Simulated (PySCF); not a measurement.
# Magnetisability: `C#C[C@@H]1CCC[C@@H]1C`, C8H12

Molfile (atoms numbered from 1):
```
C8H12
     RDKit          3D

 20 20  0  0  0  0  0  0  0  0999 V2000
    1.8096   -1.9918    0.6836 C   0  0  0  0  0  0  0  0  0  0  0  0
    1.3026   -1.1436    0.0086 C   0  0  0  0  0  0  0  0  0  0  0  0
    0.6950   -0.1041   -0.7988 C   0  0  2  0  0  0  0  0  0  0  0  0
    1.1656    1.2844   -0.3419 C   0  0  0  0  0  0  0  0  0  0  0  0
    0.2707    1.6299    0.8589 C   0  0  0  0  0  0  0  0  0  0  0  0
   -0.9342    0.6753    0.7825 C   0  0  0  0  0  0  0  0  0  0  0  0
   -0.8268   -0.0260   -0.5758 C   0  0  2  0  0  0  0  0  0  0  0  0
   -1.5385   -1.3692   -0.6237 C   0  0  0  0  0  0  0  0  0  0  0  0
    2.2540   -2.7400    1.2693 H   0  0  0  0  0  0  0  0  0  0  0  0
    0.9416   -0.2916   -1.8488 H   0  0  0  0  0  0  0  0  0  0  0  0
    2.2236    1.2914   -0.0825 H   0  0  0  0  0  0  0  0  0  0  0  0
    1.0074    1.9989   -1.1515 H   0  0  0  0  0  0  0  0  0  0  0  0
    0.8114    1.4835    1.7934 H   0  0  0  0  0  0  0  0  0  0  0  0
   -0.0435    2.6729    0.8190 H   0  0  0  0  0  0  0  0  0  0  0  0
   -1.8827    1.2004    0.8906 H   0  0  0  0  0  0  0  0  0  0  0  0
   -0.8703   -0.0726    1.5741 H   0  0  0  0  0  0  0  0  0  0  0  0
   -1.2425    0.6257   -1.3522 H   0  0  0  0  0  0  0  0  0  0  0  0
   -1.1278   -2.0423    0.1254 H   0  0  0  0  0  0  0  0  0  0  0  0
   -1.4190   -1.8306   -1.6018 H   0  0  0  0  0  0  0  0  0  0  0  0
   -2.6015   -1.2399   -0.4315 H   0  0  0  0  0  0  0  0  0  0  0  0
  1  2  3  0
  2  3  1  0
  3  4  1  0
  4  5  1  0
  5  6  1  0
  6  7  1  0
  7  8  1  0
  7  3  1  0
  1  9  1  0
  3 10  1  6
  4 11  1  0
  4 12  1  0
  5 13  1  0
  5 14  1  0
  6 15  1  0
  6 16  1  0
  7 17  1  6
  8 18  1  0
  8 19  1  0
  8 20  1  0
M  END
```

Theory: PySCF, GIAO PBE/pcSseg-1 magnetisability, rotational g tensor and spin-rotation constants, non-relativistic, gas phase. Geometry: GFN2-xTB.

What are the magnetisability and the molar susceptibility?

Isotropic -1444 × 10⁻³⁰ J/T², or -87.0 × 10⁻⁶ cm³/mol; principal values -1483, -1446, -1403 × 10⁻³⁰ J/T², anisotropy 70 × 10⁻³⁰ J/T² (root of half the summed squared differences of the principal values). The susceptibility is in cgs units.

Split it along the inertial axes a, b, c into diamagnetic and paramagnetic parts about the centre of mass, with the quadrupole moment.


```csv
axis,χ (10⁻⁶ cm³/mol),diamagnetic (10⁻⁶ cm³/mol),paramagnetic (10⁻⁶ cm³/mol),summed x² of all electrons (Å²),quadrupole Θ (D Å)
a,-87.5,-632.1,544.6,116.7,+1.23
b,-86.2,-685.1,599.0,104.2,-2.10
c,-87.2,-937.0,849.8,44.8,+0.87
```
Anisotropies 2χaa − χbb − χcc = -1.6 and 2χbb − χaa − χcc = +2.4 × 10⁻⁶ cm³/mol. Θ is traceless in Buckingham's convention.

And the rotational g tensor?


```csv
axis,rotational constant (GHz),g,nuclear part,electronic part
a,2.4668,-0.0022,0.6290,-0.6312
b,2.1535,-0.0013,0.6047,-0.6060
c,1.5057,-0.0014,0.5997,-0.6011
```
Asymmetric top; isotopes 12C, 1H; no vibrational averaging.
